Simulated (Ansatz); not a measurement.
ClHfI$_{3}$, SMILES `[Cl][Hf]([I])([I])[I]`, relaxed with RKS PBE-D4/def2-SVP in Ansatz from a rough embedded geometry. The force threshold is 0.03 eV/Å; the program also tests the step.

Charge 0, multiplicity 1. Hf, I: def2 effective core potential.

Start:

```xyz
5

Cl    2.427    1.057    1.333
Hf    0.305    0.359   -0.086
I    -2.343    0.583    1.678
I    -0.142    1.050   -2.932
I    -0.248   -3.049    0.008
```

By how much does the energy fall, and how many steps does the optimiser take? (An estimate is asked.)

Ansatz gave: 332.19 kJ/mol, in 5 steps.

Which bonds change most? (An estimate is asked.)

Ansatz gave: Hf2–I5 from 3.454 to 2.695 Å; Hf2–I3 from 3.189 to 2.695 Å; Cl1–Hf2 from 2.646 to 2.335 Å; Hf2–I4 from 2.963 to 2.695 Å.

Give the relaxed structure. (An estimate is asked.)

Ansatz gave: 
```xyz
5

Cl    2.022    0.806    1.044
Hf    0.066    0.026    0.034
I    -2.076    0.840    1.453
I    -0.109    0.994   -2.475
I     0.097   -2.667   -0.055
```
